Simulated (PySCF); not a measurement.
PySCF input file for B(H)(OMe)(SH) (CH5BOS), SMILES SBOC, IEF-PCM-PBE0/def2-SVP. Geometry: B3LYP-D3(BJ)/def2-SVP. The values are those of a single conformer.

```python
import numpy as np
from pyscf import gto, scf, dft
from pyscf.solvent import pcm

mol = gto.M(
    atom='''
    B    -0.95958423    0.11355393    0.00000000
    H    -2.11933151    0.43538100   -0.00000000
    O    -0.66639802   -1.20058340   -0.00000000
    C     0.65402544   -1.71151278   -0.00000000
    H     1.20823093   -1.38116268   -0.89518202
    H     0.59818617   -2.80904647    0.00000000
    H     1.20823092   -1.38116269    0.89518202
    S     0.36127154    1.37519419   -0.00000000
    H    -0.47070842    2.43885808    0.00000000
    ''',
    basis='def2-SVP',
    charge=0,
    spin=0,
    max_memory=1600,
    verbose=3,
)
mf = dft.RKS(mol, xc='pbe0').density_fit(auxbasis='def2-universal-jkfit')
mf.grids.level = 3
mf.conv_tol = 1e-9
mf.max_cycle = 100
mf.kernel()
res = {}
for name, eps in {'water': 78.355, 'ethylethanoate': 5.9867, 'acetonitrile': 35.688}.items():
    s = mf.PCM()
    s.with_solvent.method, s.with_solvent.eps, s.with_solvent.lebedev_order = 'IEF-PCM', eps, 29
    s.kernel(mf.make_rdm1())
    res[name] = (s.e_tot, eps, s.dip_moment(), s.mo_energy, s.converged)
    print(f'{name}: electrostatic solvation free energy {(s.e_tot - mf.e_tot) * 627.509474:.3f} kcal/mol')
```

Program output:

```
converged SCF energy = -538.906861771158

WARN: PCM is an experimental feature. It is still in testing.
Features and APIs may be changed in the future.

converged SCF energy = -538.912052967526
Dipole moment(X, Y, Z, Debye):  0.85277, -0.05811,  0.00000
water: electrostatic solvation free energy -3.258 kcal/mol

WARN: PCM is an experimental feature. It is still in testing.
Features and APIs may be changed in the future.

converged SCF energy = -538.910863080444
Dipole moment(X, Y, Z, Debye):  0.83001, -0.09338,  0.00000
ethylethanoate: electrostatic solvation free energy -2.511 kcal/mol

WARN: PCM is an experimental feature. It is still in testing.
Features and APIs may be changed in the future.

converged SCF energy = -538.911925050679
Dipole moment(X, Y, Z, Debye):  0.85043, -0.06230,  0.00000
acetonitrile: electrostatic solvation free energy -3.177 kcal/mol
```

Self-consistency was reached.

Cost: around 25 core-seconds (rough).
